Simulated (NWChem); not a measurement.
Molecule: digermane (Ge2H6); SMILES [GeH3][GeH3]

Program: NWChem. Pople sets run with spherical d functions. Medium grid unless said otherwise, to which SCAN and Minnesota functionals are sensitive. All runs use the structure optimised with B3LYP/6-31G* (spherical d). Hybrids' shares of exact exchange are those that their runs print; pure functionals count as 0. The functionals differ in more than this share.

| row | share of exact exchange | orbital gap (eV) |
|---|---|---|
| PBE/6-31G* | 0.00 | 6.47 |
| PW91/6-31G* | 0.00 | 6.43 |
| B3LYP/6-31G* | 0.20 | 7.88 |
| r2SCAN0/6-31G* | 0.25 | withheld |
| BHandHLYP/6-31G* | 0.50 | 10.13 |

Problem. Fit a straight line of the last column on the one before it, predict the withheld value, and compare with the run.

Solution. 
1. Means of the 4 shown rows: x = 0.175, y = 7.727. Slope Σ(x − x̄)(y − ȳ)/Σ(x − x̄)² = 1.232/0.1675 = 7.354; intercept 6.441.
2. The shown rows scatter about the line by 0.023 (root mean square); the largest residual is -0.03, at B3LYP/6-31G*.
3. At x = 0.25 (r2SCAN0/6-31G*; inside the shown range) the line gives 8.28.
4. The run gives 8.82, +0.54 from the line, 23.5 times the scatter.
